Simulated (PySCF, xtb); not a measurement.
WO2Cl2, SMILES [O]=[W](=[O])([Cl])[Cl], multiplicity 1.

Harmonic wavenumbers (cm⁻¹) from xtb with GFN2-xTB at its own minimum, in rising order: 119, 153, 174, 185, 248, 348, 352, 854, 884.

Question: What does B3LYP-D3(BJ)/def2-SVP run with PySCF give at its own minimum? (Estimate from the structure and the level; the computed values follow.)

Answer: 111, 158, 212, 225, 344, 416, 423, 1006, 1042. Paired by order, the mean absolute difference is 71 cm⁻¹ and the zero-point energies are 4.7 and 5.6 kcal/mol.
